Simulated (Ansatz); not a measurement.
```yaml
crystal:
  periodic: [false, false, false]
  atoms:
    - {symbol: C, position_ang: [1.940564, 2.674394, -2.319551]}
    - {symbol: C, position_ang: [1.005472, 2.300736, -1.216283]}
    - {symbol: O, position_ang: [0.802768, 2.955454, -0.220313]}
    - {symbol: O, position_ang: [0.386847, 1.139064, -1.421136]}
    - {symbol: Ge, position_ang: [-0.734331, 0.721531, -0.063868]}
    - {symbol: O, position_ang: [0.232633, 0.400269, 1.404619]}
    - {symbol: C, position_ang: [0.981580, -0.708276, 1.468129]}
    - {symbol: C, position_ang: [1.650615, -0.849449, 2.798286]}
    - {symbol: O, position_ang: [1.082368, -1.480590, 0.551560]}
    - {symbol: O, position_ang: [-1.430086, -0.726667, -0.901642]}
    - {symbol: C, position_ang: [-2.213095, -1.385737, -0.058497]}
    - {symbol: C, position_ang: [-2.790573, -2.640989, -0.618752]}
    - {symbol: O, position_ang: [-2.397728, -0.967270, 1.065063]}
    - {symbol: H, position_ang: [2.698862, 1.896825, -2.429854]}
    - {symbol: H, position_ang: [1.393015, 2.725939, -3.262483]}
    - {symbol: H, position_ang: [2.409382, 3.630540, -2.102258]}
    - {symbol: H, position_ang: [-1.778071, 1.780852, 0.220782]}
    - {symbol: H, position_ang: [2.291469, -1.727365, 2.798874]}
    - {symbol: H, position_ang: [2.231042, 0.048254, 3.017559]}
    - {symbol: H, position_ang: [0.888023, -0.939687, 3.574561]}
    - {symbol: H, position_ang: [-3.267937, -2.438814, -1.578508]}
    - {symbol: H, position_ang: [-3.502014, -3.070400, 0.081712]}
    - {symbol: H, position_ang: [-1.975905, -3.345213, -0.802301]}
basis:
  gaussian: {orbitals: STO-3G}
hamiltonian: {xc: {name: HF}}
correlation: {active_space: {window: {electrons: 3, orbitals: 2}}}
accuracy: high
```

```sh
$ ansatz run in.yaml --threads 11 --pin off --events-out ev --progress --plain --max-ram 174080MiB --backend cpu
```

Shortened log:

```
Functional definition: HF
1969 factors; integrals over basis functions are off by at most 5.1e-8 eV
mean field evaluation 1: about -74142.0745 eV, gradient 6.3e1 eV
mean field evaluation 2: about -74142.6622 eV, gradient 6.3e1 eV
mean field evaluation 4: about -74155.3321 eV, gradient 4.9e0 eV
mean field evaluation 8: about -74155.5037 eV, gradient 1.1e-1 eV
mean field -74155.50379878 eV, -2725.1645001993 hartree, gradient 1.2e-8 eV, S^2 0.000000; 0 other end points of the search recorded, 0 dependent functions left out
reference -74155.50379878 eV, -2725.1645001993 hartree; 63, 63 occupied and 25, 25 virtual orbitals, 1969 factors
Error: 3 electrons in 2 orbitals form no window around the highest filled level of the reference
```

(1) Something in this input is off. What?

Results:

(1) The active space doesn't fit the electrons. The run stopped with an error.
